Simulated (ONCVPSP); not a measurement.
## Reading a pseudo-wave (Ir)

Columns: radius, all-electron u(r) and pseudo u(r) of the 5s shell (level -100.01 eV) of iridium in the configuration [Kr] 4d10 4f14 5s2 5p6 5d7 6s1.75; Wu-Cohen, scalar-relativistic, ONCV scheme, ONCVPSP 4.0.1.

```tsv
r (bohr)	all-electron	pseudo
0.123	0.4130	0.0655
0.245	-0.2754	0.1797
0.368	-0.6340	0.3682
0.490	-0.0529	0.6112
0.613	0.6313	0.8612
0.735	1.0527	1.0543
0.858	1.2062	1.1516
0.980	1.1753	1.1396
1.103	1.0468	1.0362
1.225	0.8827	0.8816
1.348	0.7160	0.7159
1.470	0.5670	0.5669
1.593	0.4398	0.4397
1.715	0.3371	0.3370
1.838	0.2551	0.2551
1.960	0.1920	0.1919
2.083	0.1432	0.1432
2.205	0.1065	0.1065
2.328	0.0787	0.0787
2.450	0.0582	0.0581
2.573	0.0427	0.0427
2.695	0.0314	0.0314
2.818	0.0229	0.0229
2.940	0.0168	0.0168
3.063	0.0122	0.0122
3.185	0.0089	0.0089
```

How many radial nodes do the two functions have?

The all-electron 5s function has n − l − 1 = 4 (the table is too coarse to show those close to the nucleus); the pseudo-wave has 0, since the states of the same l below it are removed with the core.

At about which radius was the pseudo-wave matched?

1.35 bohr, where the columns begin to agree (steps of 0.12 bohr).

Where does each function peak?

Outermost all-electron maximum near 0.86 bohr, pseudo maximum near 0.86 bohr (to the table’s step).

Is the pseudo-wave norm-conserving?

Yes: the ONCV scheme keeps the norm inside the radius equal to the all-electron one, which fixes the energy derivative of the logarithmic derivative at the level.
